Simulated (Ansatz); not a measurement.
CH6AlNOS. The species carries charge 0 and has multiplicity 1. The bonds changed during the relaxation, so this is another structure than the one it started from.

```xyz
11

N     0.126    0.399    0.734
C    -0.722    0.024   -0.457
S    -0.898    1.425   -1.625
O    -0.058   -0.992   -1.052
Al    1.227   -1.238    0.176
H    -0.391    0.412    1.606
H     0.560    1.306    0.593
H    -1.722   -0.246   -0.093
H    -1.783    2.120   -0.889
H     0.959   -2.391    1.238
H     2.703   -0.818   -0.229
```

(1) Give the diagnostics of a CCSD(T)/def2-TZVPP run (frozen core, Ansatz). (An estimate is asked.)

## Answers

(1) Ansatz gave: T1 = 0.0119, largest single amplitude 0.013, largest double 0.017, (T) share of the correlation energy 3.9 %, 10 CCSD cycles. The RHF solution is stable towards an unrestricted one. T1 lies under the customary mark of 0.02 for closed shells.
